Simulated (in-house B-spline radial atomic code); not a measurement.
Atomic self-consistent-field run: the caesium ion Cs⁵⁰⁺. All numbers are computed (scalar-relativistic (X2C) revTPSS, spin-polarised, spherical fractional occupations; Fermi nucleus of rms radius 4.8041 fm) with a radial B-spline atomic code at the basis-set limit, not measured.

Command:
```bash
python run_scf.py task.json out
```
Settings (nuclear radius in fm, mass in u):
```
Z                55
configuration    [He] 2s2 2p1
hamiltonian      x2c
method           revtpss,revtpss
spin_polarised   True
nucleus          fermi
rms_radius       4.8041
atomic_mass      132.90545
speed_of_light   137.035999084
```

Output (hartree, bohr):
```
 radial grid: 53 intervals, B-splines of order 8, outer radius 0.789 bohr

 iter        energy (Eh)    residual
    1       -4206.722362    1.51e-01
    2       -4206.724173    9.12e-04
    3       -4206.724173    4.59e-04
    4       -4206.724173    2.31e-04
    5       -4206.724173    1.81e-06
    6       -4206.724173    3.31e-07

 total energy                     -4206.72417
 kinetic                            4601.0222
 electron-nucleus                  -8941.7329
 Hartree                             190.5394
 exchange-correlation                -56.5528

 orbital      occ     eigenvalue          <r>       <r^2>       <1/r>       r_max
 1s up      1.000     -1492.1144    0.0253725 0.000882197     62.8042     0.01601
 1s down    1.000     -1491.4995    0.0253582 0.000881123     62.8291     0.01601
 2s up      1.000      -356.0609     0.105949   0.0132329      15.155     0.09176
 2s down    1.000      -354.9577     0.106134   0.0132779     15.1136      0.0919
 2p up      1.000      -339.7397    0.0918301   0.0102043     13.7959     0.07261
```

Time taken, with all properties: 0.1 s on 1 thread of Arm Neoverse V2, with other jobs on the host.

One-electron X2C: radii and densities carry no picture-change correction, so inner-shell <1/r> comes out high (for 1s by about 2 % at Z = 33, 5 % at 54, 10 % at 75, 30 % at 118) and <r> low.
